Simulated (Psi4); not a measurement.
A dimer, CHF3 ··· C3H9Al (SMILES FC(F)F and [CH3][Al]([CH3])[CH3]); the first 5 atoms form monomer A.

```
18

F      1.1601    -0.4776    -0.4086
C      0.0013     0.0029     0.0626
F     -0.9905    -0.7999    -0.3476
F     -0.1956     1.2220    -0.4577
H      0.0248     0.0526     1.1514
C     -0.4982     3.4758     3.3191
Al    -2.2044     3.4791     2.3415
C     -2.5685     4.8741     1.0043
C     -3.5467     2.0879     2.7015
H     -0.3654     4.4181     3.8820
H     -0.3972     2.6437     4.0350
H      0.3570     3.4215     2.6205
H     -1.7511     5.6047     0.8897
H     -2.7583     4.4273     0.0109
H     -3.4857     5.4360     1.2599
H     -4.4628     2.1864     2.0963
H     -3.8469     2.0961     3.7655
H     -3.1303     1.0807     2.5157
```

What interaction energy does SAPT0/jun-cc-pVDZ, frozen core run with Psi4 give, and which attractive term is the largest?

Total -1.62 kJ/mol: electrostatics 0.21, exchange 0.32, induction -0.31, dispersion -1.84. The most attractive term is dispersion.
